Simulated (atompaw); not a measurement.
# vanadium: one change to a PAW (atompaw) potential, before and after

atompaw 4.2.0.5 input, output lines left out:

```
V 23
GGA-PBE scalarrelativistic loggrid 1500 logderivrange -7 5 301
4 4 3 0 0 0
4 0 1
4 1 1
3 2 3
0 0 0
c
c
v
v
c
v
v
v
2
2.30 2.00 1.60 1.35
n
n
y
4.3
n
custom polynom2 7 10 vanderbiltortho gaussian
bessel
1.30
1.75
1.70
2.05
2.30
2.30
```

All-electron outer shells of the reference configuration (PBE, scalar-relativistic, ld1.x):

| shell | level (eV) | outermost node (bohr) | outermost maximum (bohr) |
| --- | --- | --- | --- |
| 2s | -604.01 | 0.09 | 0.26 |
| 2p | -504.53 | – | 0.21 |
| 3s | -71.66 | 0.38 | 0.82 |
| 3p | -45.46 | 0.35 | 0.84 |
| 3d | -6.50 | – | 0.90 |
| 4s | -5.53 | 1.17 | 2.72 |
| 4p | -2.10 | 1.30 | 3.54 |

Change: waves 3s (bound); 4s (bound); 3p (bound); 4p (bound); 3d (bound); 3d channel at 4.3 Ry; augmentation gaussian compensation charge, radius 2.00 bohr; PAW radius 2.30 bohr; waves and projectors: bloechl.

Cutoffs: the cutoffs (Ry, on a coarse ladder) from which the occupation-weighted sum of valence levels, in a spherical-Bessel basis at the reference potential, stays within 10 and 1 mRy of its value at 400 Ry; they do not see the model core or the augmentation charge, which bear on the density cutoff.

Task: What does the change do?

Result: The potential gets neither clearly harder nor softer (25 Ry and 100 Ry → 35 Ry and 45 Ry); the p channel sets the loose cutoff, while the largest relative change is in d, which becomes harder; the range in which the d phases agree widens (upper end 0.4 → 2.1); neither file shows a bound ghost.

| quantity | base | changed |
| --- | --- | --- |
| cutoff, loose | 25 Ry | 35 Ry |
| cutoff, tight | 100 Ry | 45 Ry |
| loose cutoff by channel (10 mRy a level) | s 18 Ry, p 21 Ry, d 12 Ry | s 18 Ry, p 25 Ry, d 25 Ry |
| bound ghosts | none | none |
| s: phases at 2.32 bohr within 0.05 rad from the reference energy up to (Ry; the scan ends near 5) | to the end of the scan | to the end of the scan |
| p: phases at 2.32 bohr within 0.05 rad from the reference energy up to (Ry; the scan ends near 5) | to the end of the scan | to the end of the scan |
| d: phases at 2.32 bohr within 0.05 rad from the reference energy up to (Ry; the scan ends near 5) | 0.4 | 2.1 |
| lowest overlap eigenvalue by channel | s 0.81, p 0.82, d 0.88 | s 0.62, p 0.79, d 1.00 |

 The cutoffs see the waves, projectors and local potential, not the compensation charge or the core.
